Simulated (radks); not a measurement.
Nd II, 59 electrons, occupied as [Xe] 4f3 6s1 6p1 (not the ground configuration).

Calculated with a radial shooting solver on a logarithmic mesh with Libxc functionals: non-relativistic Kohn-Sham, PBE, spin-unpolarised, spherical densities, point nucleus; relativity is left out, which matters for an element this heavy.

Energy parts (hartree):
| part | energy |
|---|---|
| total | -9285.8527 |
| kinetic | 9282.9245 |
| electron-nucleus | -21974.3167 |
| Hartree | 3619.2494 |
| exchange-correlation | -213.7099 |

Orbitals (lengths in bohr, moments of r in powers of bohr):
orbital  occ.  eigenvalue (hartree)      <r>
1s          2             -1511.717  0.02530
2s          2             -237.4251   0.1081
2p          6             -225.0534  0.09182
3s          2             -51.88006   0.2816
3p          6             -46.47876   0.2714
3d         10             -36.41919   0.2425
4s          2             -10.66914   0.6382
4p          6              -8.61877   0.6558
4d         10              -5.00254   0.7015
4f          3              -0.74448   0.9338
5s          2              -1.79584    1.515
5p          6              -1.23173    1.688
6s          1              -0.35979    3.874
6p          1              -0.24950    4.597

The highest occupied level is 6p at -6.789 eV. Virial ratio -V/T = 2.00032.
